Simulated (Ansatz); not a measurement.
Harmonic frequencies (cm⁻¹) at PBE0-D4/def2-TZVP from Ansatz: 54, 86, 127, 162, 244, 302, 328, 411, 484, 492, 519, 521, 578, 605, 647, 648, 681, 690, 898, 908, 1989, 1991, 3930, 3932.

Q: Which molecule is it?
A. `[OH+]1[AlH2-][OH+][AlH2-]1`
B. `[Cl][Al@H-]1[OH+][Al@H-]([Cl])[OH+]1`
C. `[OH+]1[InH2-][OH+][InH2-]1`
D. `[BH2-]1[OH+][BH2-][OH+]1`

A: B.
